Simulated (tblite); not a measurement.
Record of a relaxation.

CH₁₄GeOSi₄.
Numbering: `[SiH3:1][CH2:2][Si@H:3]([O:4][SiH3:5])[SiH2:6][GeH3:7]` (hydrogens: H8, H9, H10 on Si1; H11, H12 on C2; H13 on Si3; H14, H15, H16 on Si5; H17, H18 on Si6; H19, H20, H21 on Ge7)

Computed with GFN2-xTB (tblite), gas phase: L-BFGS steps from a force-field or distance-geometry start until the largest atomic force falls under 0.01 eV/Å. 8 of its 184 geometries are shown.

Step 0: E = -605.4006 eV, largest atomic force 2.925 eV/Å
```
atom  x, y, z in Å  |  force x, y, z in eV/Å
Si1    -1.224    2.034   -0.267   -0.711   0.642   0.361
C2     -0.368    0.658   -1.181    0.350  -0.519  -0.591
Si3    -0.084   -0.813   -0.028   -1.376  -0.211   0.408
O4     -1.570   -1.270    0.716    0.631  -0.950  -2.693
Si5    -2.452   -2.194   -0.430   -0.111   0.501   0.957
Si6     1.376   -0.265    1.553    0.279   0.104   1.093
Ge7     3.243    0.683    0.558   -0.222  -0.090   0.351
H8     -1.461    3.157   -1.191    0.003  -0.045   0.050
H9     -2.515    1.549    0.253    0.146   0.138  -0.092
H10    -0.398    2.503    0.852    0.033   0.023  -0.045
H11     0.614    1.013   -1.545   -0.493  -0.256  -0.049
H12    -0.987    0.336   -2.034    0.388   0.265   0.127
H13     0.490   -1.917   -0.792   -0.067  -0.263  -0.284
H14    -1.666   -3.362   -0.876   -0.108   0.312   0.144
H15    -2.805   -1.344   -1.591    0.166  -0.179   0.307
H16    -3.699   -2.671    0.192    0.381   0.249   0.119
H17     0.773    0.713    2.476    0.218  -0.139   0.136
H18     1.768   -1.475    2.301    0.057   0.215   0.112
H19     4.285    1.040    1.658   -0.180  -0.014  -0.777
H20     2.821    1.967   -0.187    0.533  -0.396   0.137
H21     3.851   -0.324   -0.436    0.083   0.614   0.230
```

Step 26: E = -606.2787 eV, largest atomic force 0.122 eV/Å
```
atom  x, y, z in Å  |  force x, y, z in eV/Å
Si1    -1.262    2.097   -0.306    0.017   0.002   0.015
C2     -0.326    0.703   -1.189   -0.043   0.078  -0.083
Si3     0.070   -0.831   -0.142    0.043  -0.028  -0.049
O4     -1.352   -1.554    0.206    0.005  -0.010   0.072
Si5    -2.615   -2.317   -0.472   -0.003  -0.006  -0.054
Si6     1.334   -0.319    1.720    0.041   0.035  -0.041
Ge7     3.208    0.677    0.721   -0.016  -0.007  -0.001
H8     -1.501    3.195   -1.250   -0.008   0.002  -0.005
H9     -2.548    1.628    0.211   -0.020  -0.019   0.003
H10    -0.425    2.580    0.797    0.003   0.039   0.037
H11     0.596    1.114   -1.598    0.085  -0.015   0.042
H12    -0.917    0.387   -2.048   -0.052  -0.022  -0.071
H13     0.773   -1.793   -1.011    0.048  -0.043  -0.053
H14    -2.136   -3.598   -0.991   -0.012  -0.017   0.070
H15    -3.130   -1.534   -1.599   -0.002   0.038   0.079
H16    -3.557   -2.427    0.633    0.012  -0.001   0.002
H17     0.790    0.642    2.691   -0.023  -0.063   0.008
H18     1.834   -1.449    2.521   -0.073   0.028  -0.006
H19     4.414    1.112    1.519   -0.052  -0.025  -0.007
H20     2.906    1.913   -0.086    0.024  -0.007   0.024
H21     3.833   -0.209   -0.328    0.025   0.041   0.017
```

Step 52: E = -606.3348 eV, largest atomic force 0.119 eV/Å
```
atom  x, y, z in Å  |  force x, y, z in eV/Å
Si1    -1.255    2.059   -0.351   -0.018  -0.004   0.002
C2     -0.280    0.737   -1.303   -0.014   0.038  -0.014
Si3     0.147   -0.854   -0.353    0.020  -0.065   0.056
O4     -1.194   -1.653    0.106   -0.111  -0.024  -0.034
Si5    -2.621   -2.302   -0.310    0.017  -0.018  -0.007
Si6     1.282   -0.382    1.590    0.078   0.065   0.010
Ge7     3.203    0.701    0.799   -0.101  -0.052  -0.012
H8     -1.559    3.174   -1.256   -0.005  -0.002  -0.004
H9     -2.511    1.511    0.164   -0.009  -0.014   0.003
H10    -0.432    2.558    0.758   -0.004   0.001   0.003
H11     0.661    1.183   -1.628    0.007   0.002  -0.052
H12    -0.831    0.479   -2.208    0.000   0.012  -0.029
H13     0.821   -1.758   -1.304    0.036  -0.022  -0.014
H14    -2.369   -3.656   -0.809   -0.001   0.083   0.028
H15    -3.214   -1.467   -1.357   -0.031  -0.035   0.049
H16    -3.362   -2.291    0.948   -0.014   0.014  -0.035
H17     0.607    0.523    2.539    0.030  -0.050  -0.027
H18     1.691   -1.529    2.417    0.010   0.025  -0.031
H19     4.309    1.065    1.742    0.087   0.028   0.063
H20     2.964    1.999    0.075   -0.001   0.010   0.028
H21     3.935   -0.080   -0.261    0.024   0.008   0.017
```

Step 78: E = -606.3687 eV, largest atomic force 0.036 eV/Å
```
atom  x, y, z in Å  |  force x, y, z in eV/Å
Si1    -1.276    1.965   -0.440   -0.004   0.015  -0.013
C2     -0.237    0.753   -1.469    0.002  -0.021  -0.016
Si3     0.198   -0.873   -0.578    0.024  -0.012   0.007
O4     -1.173   -1.653   -0.184    0.013  -0.010   0.006
Si5    -2.689   -2.210   -0.123   -0.019  -0.009   0.014
Si6     1.309   -0.461    1.402   -0.003   0.009   0.017
Ge7     3.260    0.758    0.956   -0.028  -0.016  -0.016
H8     -1.676    3.098   -1.283   -0.013   0.006  -0.009
H9     -2.476    1.300    0.075    0.006   0.018  -0.007
H10    -0.465    2.468    0.676   -0.003  -0.003   0.000
H11     0.690    1.241   -1.772    0.001   0.014   0.017
H12    -0.773    0.528   -2.392   -0.021  -0.009  -0.012
H13     0.869   -1.782   -1.528   -0.018   0.014  -0.004
H14    -2.623   -3.611   -0.529    0.005  -0.016  -0.002
H15    -3.521   -1.433   -1.042    0.014   0.018   0.006
H16    -3.103   -2.052    1.270    0.009   0.020  -0.018
H17     0.532    0.324    2.378    0.025  -0.018   0.001
H18     1.702   -1.662    2.157    0.021   0.001  -0.014
H19     4.207    1.006    2.096    0.015   0.001   0.019
H20     3.062    2.147    0.412   -0.011  -0.003   0.005
H21     4.177    0.164   -0.082   -0.013   0.002   0.016
```

Step 105: E = -606.3784 eV, largest atomic force 0.018 eV/Å
```
atom  x, y, z in Å  |  force x, y, z in eV/Å
Si1    -1.318    1.956   -0.517    0.010  -0.007   0.003
C2     -0.263    0.739   -1.524    0.006  -0.008  -0.008
Si3     0.221   -0.883   -0.646    0.003   0.002  -0.001
O4     -1.123   -1.719   -0.271    0.003  -0.007   0.000
Si5    -2.668   -2.133   -0.036   -0.003  -0.002   0.004
Si6     1.347   -0.550    1.342   -0.009   0.008   0.007
Ge7     3.249    0.782    1.045   -0.001   0.004  -0.009
H8     -1.720    3.073   -1.383    0.005  -0.009   0.012
H9     -2.520    1.303    0.007    0.005  -0.004  -0.009
H10    -0.515    2.473    0.597    0.009   0.005   0.011
H11     0.653    1.243   -1.835   -0.004   0.010   0.000
H12    -0.800    0.494   -2.441    0.000  -0.004  -0.002
H13     0.890   -1.761   -1.625   -0.005   0.004   0.002
H14    -2.738   -3.556   -0.357    0.005   0.004   0.003
H15    -3.506   -1.333   -0.928   -0.004   0.001  -0.003
H16    -2.954   -1.860    1.372    0.002   0.013  -0.005
H17     0.545    0.083    2.404    0.012  -0.007  -0.008
H18     1.824   -1.799    1.958   -0.006  -0.006   0.006
H19     4.137    0.986    2.243   -0.012   0.001  -0.014
H20     3.023    2.195    0.579   -0.012   0.001   0.006
H21     4.231    0.284    0.017   -0.005   0.002   0.006
```

Step 131: E = -606.3857 eV, largest atomic force 0.050 eV/Å
```
atom  x, y, z in Å  |  force x, y, z in eV/Å
Si1    -1.265    1.914   -0.504    0.005  -0.010  -0.011
C2     -0.230    0.723   -1.561   -0.004  -0.015   0.012
Si3     0.247   -0.919   -0.718    0.001  -0.008  -0.006
O4     -1.101   -1.781   -0.414    0.040   0.012  -0.018
Si5    -2.637   -2.050    0.011   -0.021  -0.004  -0.010
Si6     1.328   -0.631    1.302   -0.003   0.002   0.009
Ge7     3.162    0.801    1.066   -0.029   0.037   0.016
H8     -1.663    3.067   -1.321    0.006   0.003   0.004
H9     -2.471    1.243   -0.010    0.001   0.011   0.005
H10    -0.459    2.378    0.633    0.004  -0.002  -0.007
H11     0.681    1.230   -1.881   -0.011  -0.005   0.017
H12    -0.787    0.494   -2.472    0.008   0.019   0.007
H13     0.932   -1.770   -1.707    0.000  -0.016   0.002
H14    -2.803   -3.493   -0.124    0.004  -0.027  -0.006
H15    -3.504   -1.307   -0.901   -0.006  -0.001  -0.001
H16    -2.789   -1.598    1.392   -0.013   0.024   0.030
H17     0.489   -0.056    2.368   -0.001  -0.012  -0.004
H18     1.834   -1.881    1.895   -0.002   0.008  -0.014
H19     4.033    1.029    2.271   -0.009  -0.006  -0.016
H20     2.825    2.209    0.654    0.015  -0.002   0.004
H21     4.171    0.415    0.020    0.015  -0.008  -0.012
```

Step 157: E = -606.3898 eV, largest atomic force 0.026 eV/Å
```
atom  x, y, z in Å  |  force x, y, z in eV/Å
Si1    -1.219    1.897   -0.488   -0.001   0.001  -0.005
C2     -0.205    0.707   -1.567    0.003   0.003  -0.002
Si3     0.245   -0.957   -0.755   -0.003   0.007   0.003
O4     -1.117   -1.803   -0.472    0.003  -0.007   0.007
Si5    -2.638   -2.022    0.032   -0.010  -0.012   0.007
Si6     1.315   -0.664    1.268    0.017  -0.002   0.019
Ge7     3.089    0.848    1.067   -0.005   0.006  -0.010
H8     -1.586    3.072   -1.287   -0.002   0.014   0.000
H9     -2.440    1.248   -0.004   -0.008  -0.001  -0.005
H10    -0.407    2.324    0.659    0.012   0.001  -0.002
H11     0.718    1.204   -1.868   -0.002   0.006  -0.002
H12    -0.760    0.513   -2.486    0.007   0.006   0.002
H13     0.918   -1.813   -1.746    0.004  -0.012  -0.004
H14    -2.808   -3.472    0.025    0.001   0.000  -0.002
H15    -3.528   -1.348   -0.911   -0.006  -0.004  -0.003
H16    -2.749   -1.452    1.374   -0.007   0.003   0.004
H17     0.451   -0.169    2.353    0.000  -0.004  -0.003
H18     1.897   -1.898    1.824   -0.010  -0.005  -0.007
H19     3.958    1.051    2.277    0.008   0.000   0.005
H20     2.752    2.265    0.687   -0.005  -0.017  -0.003
H21     4.106    0.484    0.017    0.001   0.016   0.003
```

Step 183: E = -606.3931 eV, largest atomic force 0.008 eV/Å
```
atom  x, y, z in Å  |  force x, y, z in eV/Å
Si1    -1.167    1.915   -0.500   -0.002   0.000   0.002
C2     -0.177    0.699   -1.573   -0.002   0.003   0.001
Si3     0.228   -0.977   -0.759    0.000   0.003  -0.002
O4     -1.152   -1.776   -0.432   -0.001   0.000   0.001
Si5    -2.673   -2.012    0.061    0.001  -0.002   0.003
Si6     1.357   -0.730    1.240   -0.002   0.002   0.006
Ge7     3.041    0.887    1.075    0.001   0.003   0.003
H8     -1.471    3.118   -1.286    0.003  -0.002   0.001
H9     -2.424    1.308   -0.056   -0.004  -0.002  -0.005
H10    -0.362    2.292    0.669   -0.003  -0.002   0.003
H11     0.760    1.174   -1.866    0.001  -0.005   0.004
H12    -0.729    0.522   -2.497    0.003  -0.003   0.001
H13     0.851   -1.859   -1.761    0.000  -0.001   0.000
H14    -2.791   -3.463    0.176    0.000   0.002   0.002
H15    -3.566   -1.458   -0.955   -0.004   0.006  -0.004
H16    -2.839   -1.334    1.347    0.002  -0.002  -0.003
H17     0.506   -0.347    2.379    0.002   0.000  -0.002
H18     2.015   -1.966    1.696    0.000  -0.001  -0.001
H19     3.904    1.106    2.288    0.000  -0.003  -0.006
H20     2.608    2.289    0.744    0.001   0.001  -0.001
H21     4.071    0.628    0.007    0.004   0.003  -0.001
```

Task: Summarise the path.

Result: The energy falls by 0.9925 eV from step 0 to step 183; nine tenths of that is first reached at step 33. It falls at every step. The largest force goes from 2.925 to 0.008 eV/Å. Among the bonds O4–Si5 changes most, from 1.715 to 1.617 Å; the atoms move by 0.906 Å rms after alignment.

What follows is the cost of the whole relaxation. On one thread of an Arm Neoverse N1, shared host with 64 logical CPUs at a one-minute load of 61, this took 4.2 s.
